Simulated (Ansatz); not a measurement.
The same path of ClH + Ge2H6 (10 atoms, charge 0, multiplicity 1) was run twice with different band settings. Lost on the way: Ge1–H2, Cl9–H10. Made: Ge1–Cl9, H2–H10.

All numbers below come from Ansatz, RKS PBE-D4/def2-mTZVP.

Relaxed end points:

```xyz
10
Properties=species:S:1:pos:R:3
Ge -0.183 -0.141 -0.110
H -0.213 -0.162 1.448
H 1.305 -0.178 -0.538
Ge -1.307 1.853 -0.942
H -2.762 1.509 -1.349
H -1.344 2.947 0.150
H -0.564 2.405 -2.182
H -0.872 -1.441 -0.593
Cl 1.683 2.636 1.884
H 1.069 1.506 2.124
```

```xyz
10
Properties=species:S:1:pos:R:3
Ge 0.506 0.265 -0.573
H -0.840 0.849 3.008
H 1.173 -0.290 -1.858
Ge -1.233 1.910 -1.012
H -2.428 1.222 -1.722
H -1.712 2.523 0.324
H -0.670 3.022 -1.926
H 0.056 -0.908 0.332
Cl 2.111 1.285 0.530
H -0.153 1.055 2.788
```

Common settings: movable images 5; climbing image yes; spring 5.0 eV/Å²; start path through a guess of the saddle point; force threshold 0.05 eV/Å; iteration limit 60; end points relaxed.

| run | optimiser | largest step |
| --- | --- | --- |
| 1 | quadratic models (default) | default |
| 2 | fire | 0.5 Å |

(1) What does each run give, and how far can it be trusted?

## Answers

(1) Run 1: converged after 23 iterations, highest image 1.392 eV above the first end. A structure lower than the first end lies on the path between it and the top, so the climb from that side starts below the end, which may itself be a saddle point or a shallow side well. Neighbouring images differ by up to 1.4 eV, so the band resolves the path poorly. A vibrational analysis at the climbing image gives one clearly imaginary mode, 882i cm⁻¹: a first-order saddle point.
Run 2: converged after 44 iterations, highest image 1.434 eV above the first end. Neighbouring images differ by up to 1.4 eV, so the band resolves the path poorly. The order of the stationary point at the top wasn't checked.
The orbitals stay closed-shell, which can raise the energy where a bond breaks towards radicals; this wasn't checked here.
